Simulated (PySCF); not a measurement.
Input file for PySCF: R-B3LYP/6-311+G** on CHN (SMILES C#N).

```python
from pyscf import gto, scf, dft, mp
from pyscf.data.elements import chemcore

mol = gto.M(
    atom='''
    C     0.17010812    0.56811623   -0.69665969
    N     0.09934828    0.34565917    0.42524776
    H     0.23595863    0.77510770   -1.74111715
    ''',
    basis='6-311+g**',
    charge=0, spin=0, verbose=3, max_memory=1800)
mf = dft.RKS(mol, xc='b3lyp')
mf.conv_tol = 1e-8
mf.max_cycle = 100
mf.kernel()
if not mf.converged:
    mf = mf.newton().run(mf.mo_coeff, mf.mo_occ)
```

It printed:

```
converged SCF energy = -93.4544709053806
```

Self-consistency was reached.

Cost: around 1.1 core-seconds (rough).
